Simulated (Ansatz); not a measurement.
Mulliken charges of `[SiH3]C1(Cl)O[SiH2]1` from B3LYP/def2-TZVPP in Ansatz (PBE0-D4/def2-TZVP geometry).

| atom | x (Å) | y (Å) | z (Å) | charge (e) |
| --- | --- | --- | --- | --- |
| Si1 | -1.352 | -0.714 | -0.446 | 0.280 |
| C2 | 0.415 | -0.389 | 0.103 | 0.074 |
| Cl3 | 1.165 | -1.851 | 0.793 | -0.148 |
| O4 | 1.259 | 0.265 | -0.878 | -0.382 |
| Si5 | 1.173 | 1.218 | 0.492 | 0.434 |
| H6 | -1.912 | 0.566 | -0.951 | -0.069 |
| H7 | -2.133 | -1.183 | 0.725 | -0.054 |
| H8 | -1.365 | -1.738 | -1.520 | -0.046 |
| H9 | 2.379 | 1.274 | 1.339 | -0.040 |
| H10 | 0.454 | 2.501 | 0.347 | -0.049 |

**Question.** By hand: the dipole of these point charges (1 e Å = 4.8032 D).

**Answer.** Σ q r = (-0.300, 0.404, 0.340) e Å, of length 0.607 e Å = 2.92 D.

**Question.** How does the dipole of the full density compare? (Best estimate.)

**Answer.** Ansatz gave: (-0.124, 0.469, 0.226) e Å, 2.57 D; the point charges give 1.14 times that, at 21° from its direction.

Point charges leave out the atoms' own dipoles, such as those of lone pairs, and Mulliken's split depends on the basis, so the two needn't agree.

B3LYP here is the variant with VWN-RPA as its local correlation; programs differ in this.
